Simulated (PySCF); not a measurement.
C₂H₆F₂Ge, SMILES C[CH2][GeH]([F])[F]. Coordinates come from a ωB97X-D3(BJ)/def2-SVP optimisation. One conformer was computed; it need not be the lowest.

Computed equilibrium geometry at ωB97X-D3(BJ)/def2-SVP (PySCF confirms it by a frequency run) as Cartesian coordinates in Å, and its point group (one conformer of several):
point group Cs.
```xyz
11

Ge     0.4944    -0.3197     0.0000
F      0.8252     0.6983     1.3699
F      0.8252     0.6983    -1.3699
C     -1.3909    -0.7196     0.0000
C     -2.2246     0.5668     0.0000
H      1.5358    -1.4388     0.0000
H     -1.6051    -1.3409    -0.8855
H     -1.6051    -1.3409     0.8855
H     -2.0024     1.1783    -0.8880
H     -3.3025     0.3427     0.0000
H     -2.0024     1.1783     0.8880
```
